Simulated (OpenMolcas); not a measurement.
**F4+: effect of the IPEA shift**

```json
{
 "Program": "OpenMolcas",
 "Basis": "ANO-RCC-VTZP [4s3p2d1f]",
 "Scalar Hamiltonian": "DKH2, point nucleus",
 "Active space": "3 electrons in 4 orbitals (2s 2p)",
 "State averaging": "2S+1 = 4 odd, 1 root; 2S+1 = 2 odd, 11 roots (8 in the spin-orbit step); 2S+1 = 4 even, 3 roots; 2S+1 = 2 even, 9 roots",
 "Spin-orbit coupling": "state interaction with AMFI integrals over the reference wave functions, term energies averaged over their components"
}
```

Methods on the same reference wave functions:
A. CASSCF
B. SS-CASPT2, IPEA 0 Eh, imaginary shift 0.1 Eh (closed shells correlated: 1s)
C. SS-CASPT2, IPEA 0.25 Eh, imaginary shift 0.1 Eh (closed shells correlated: 1s)

Energies in eV above 2s² 2p ²P°_1/2, the measured ground level; measured values from Moore, Atomic Energy Levels, vol. I, NSRDS-NBS 35 (1971 reprint of NBS Circular 467, 1949).

| Level | A | B | C | Measured |
| --- | --- | --- | --- | --- |
| 2s² 2p ²P°_1/2 | 0.0000 | 0.0000 | 0.0000 | 0.0000 |
| 2s² 2p ²P°_3/2 | 0.0869 | 0.0869 | 0.0869 | 0.0925 |
| 2s 2p² ⁴P_1/2 | 9.8772 | 10.502 | 10.474 |  |
| 2s 2p² ⁴P_3/2 | 9.9087 | 10.534 | 10.506 |  |
| 2s 2p² ⁴P_5/2 | 9.9606 | 10.586 | 10.558 |  |
| 2s 2p² ²D_3/2 | 19.6597 | 19.046 | 19.066 | 18.9569 |
| 2s 2p² ²D_5/2 | 19.6601 | 19.047 | 19.066 | 18.9542 |
| 2s 2p² ²S_1/2 | 25.0667 | 24.722 | 24.717 | 24.4949 |
| 2s 2p² ²P_1/2 | 28.0232 | 26.862 | 26.943 | 26.6418 |
| 2s 2p² ²P_3/2 | 28.0836 | 26.922 | 27.003 | 26.6997 |
| 2p³ ⁴S°_3/2 | 33.9313 | 34.255 | 34.235 |  |

Deviations, from unrounded energies. A percentage is the sum of absolute deviations over the sum of measured energies, with the sign that they share, or ± where signs differ.

```tsv
Against measurement	Levels	A	B	C
mean absolute deviation (cm-1)	6	6400	1200	1400
fine structure of the ground term (%)	1	-6.0	-6.0	-6.0
other configurations (%)	5	+4.1	+0.7	+0.9
```

B lies closest to measurement on these levels and A furthest from it. The largest miss of B in the table is 2s 2p² ²S_1/2, by +1800 cm-1. The ranking rests on the paired levels alone, and a cruder setting can come out closer through cancelling errors.

Between B and C the level of the table that moves most is 2s 2p² ²P_3/2, by 650 cm-1 (lowest in B, highest in C). Moves below CASPT2's spread within the term are not significant.

The lowest spin-free term lies below A's lowest term by 0.043 hartree in B, 0.041 hartree in C.

Measured partners are found by configuration, term and J. A level has none where our copy of the source lacks it or the pairing is in doubt (some pairs that miss far off the trend of their configuration count as doubtful), and it then counts in no deviation. Only configurations of the active space appear. Levels that lie high or do not pair safely by name in every column are left out.

° marks odd parity.
